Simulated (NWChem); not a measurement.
System: C3H3BO2; SMILES C#CB(O)C=O

The following NWChem deck was run.

```
start job
memory heap 200 mb stack 900 mb global 1100 mb
geometry units angstroms
  C      2.435875    -0.725674     0.211040
  C      1.346765    -0.306426    -0.084515
  B     -0.035945     0.226066    -0.440130
  O     -0.280738     1.135187    -1.379311
  C     -1.287288    -0.415898     0.332851
  O     -1.697653    -0.149268     1.434270
  H      3.384683    -1.095462     0.475079
  H      0.467127     1.501811    -1.854383
  H     -1.797352    -1.226476    -0.246281
end
basis spherical
  * library 6-31g*
end
dft
  xc b3lyp
  iterations 150
end
driver
  maxiter 120
end
task dft optimize
task dft freq
```

The level has its own optimisation; frequencies are unscaled. Brackets give each atom's bonded neighbours.

Question: Give the results of this calculation. (B3LYP/6-31G* (spherical d).) Quantities: r C–C (Å); r C–H [C(CH)–H(C)] (Å); r B–C [B(CCO)–C(BC)] (Å); r B–O (Å); highest harmonic frequency (cm⁻¹); lowest (cm⁻¹); zero-point energy (kcal/mol); dipole (D).

Answer: 
| Quantity | Value |
|---|---|
| r C–C (Å) | 1.214 |
| r C–H [C(CH)–H(C)] (Å) | 1.068 |
| r B–C [B(CCO)–C(BC)] (Å) | 1.523 |
| r B–O (Å) | 1.359 |
| highest harmonic frequency (cm⁻¹) | 3749 |
| lowest (cm⁻¹) | 68 |
| zero-point energy (kcal/mol) | 35.6 |
| dipole (D) | 3.65 |
